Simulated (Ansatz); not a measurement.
Isomers of C2H6FGeN, relaxed with PBE0-D4/def2-TZVP in Ansatz; electronic energies, one conformer each and not always the lowest. Functionals use def2-TZVPP; CBS adds triple-zeta CCSD(T) − MP2 to the MP2 limit of def2-TZVPP and def2-QZVPP.

Outer-core shells of Ge are correlated without core-valence functions. Scalar relativity is left out up to krypton. Spin–orbit coupling is left out.

Q: Order them by energy at frozen-core CCSD(T)/CBS, lowest first. (Best estimate.)
A. `C[N](C)[Ge][F]`
B. `N[C]1(F)[CH2][GeH2]1`
C. `N/C(F)=[CH]/[GeH3]`

A: A (0.0 kcal/mol), C (48.8 kcal/mol), B (64.8 kcal/mol).

Q: How do PBE0-D4, HF/CBS(def2), B2PLYP, PBE-D4 place them (kcal/mol, against `C[N](C)[Ge][F]`)? (Best estimate.)

A: Computed: 
| isomer | PBE0-D4 | HF/CBS(def2) | B2PLYP | PBE-D4 |
| --- | --- | --- | --- | --- |
| `N[C]1(F)[CH2][GeH2]1` | 61.6 | 70.8 | 68.0 | 62.9 |
| `N/C(F)=[CH]/[GeH3]` | 44.9 | 42.8 | 48.6 | 47.2 |
